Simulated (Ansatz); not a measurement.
Molecule: HSO₂ (charge 0, doublet). SMILES: [SH](=O)=O
Structure (B3LYP-D3(BJ)/def2-TZVP (Ansatz, a first-principles code) minimum search):
```
S
O 1 1.4558
O 1 1.4558 2 123.06
H 1 1.3839 2 105.30 3 -120.30
```
Charge 0, spin multiplicity 2.

Wanted: atomisation energy, in kcal/mol. Set-up: non-relativistic; six Cartesian d functions in 6-31G* and its kin unless marked 5d; dispersion terms only where a functional's name holds one; UHF or UKS for open shells; spin-orbit terms left out; atomisation electronic, to ground-state atoms. First-principles rows: single points at B3LYP-D3(BJ) geometries (Ansatz).

```tsv
species	coefficient	E at B3LYP/6-31G* (Ansatz), Eh	E at PBE0/def2-TZVPD (Ansatz), Eh
O=[SH]=O	-1	-549.12287	-548.95934
H atom	+1	-0.50027	-0.50104
O atom	+2	-75.06062	-75.01925
S atom	+1	-398.10499	-397.97420
```

 1 Eh = 627.5095 kcal/mol.

Question: Work the quantity out at each level.

Answer: 
- B3LYP/6-31G*: the sum of coefficient times E is 0.39637 Eh, or 248.73 kcal/mol. Result: 248.7 kcal/mol.
- PBE0/def2-TZVPD: the sum of coefficient times E is 0.44560 Eh, or 279.62 kcal/mol. Result: 279.6 kcal/mol.
